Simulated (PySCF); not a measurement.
**How methods differ on the excitation energy of Ti²⁺**

Ti²⁺ [Ar] 3d2 (3F) → Ti²⁺ [Ar] 3d1 4p1 (high-spin determinant), as a difference of total energies. All numbers are calculated (PySCF 2.14, no relativity, point nucleus, in aug-cc-pVTZ with one added diffuse shell each of s, p, d, f, g type (9s8p6d4f3g, 118 functions)). Correlated levels: valence: [Ar] frozen. The calculations carry no spin-orbit coupling.

| method | excitation energy (eV) |
| --- | --- |
| UHF | 9.376 |
| LDA | 9.607 |
| PBE | 9.537 |
| PBE0 | 9.655 |
| r2SCAN | 9.855 |
| BP86 | 9.591 |
| B97-3 | 9.719 |
| CAM-B3LYP | 9.750 |
| MP2 (valence) | 9.445 |
| SCS-MP2 (valence) | 9.399 |

**Question.** How much does correlation contribute at MP2 (valence)?

**Answer.** 9.445 − (9.376) = 0.069 eV, measured against UHF.

A first-order spin-orbit estimate (lowest level to lowest level, LS coupling) adds -0.015 eV.

The determinant of the upper state mixes LS terms, which raises its energy above the lowest term, most at the Hartree-Fock and MP2 levels.
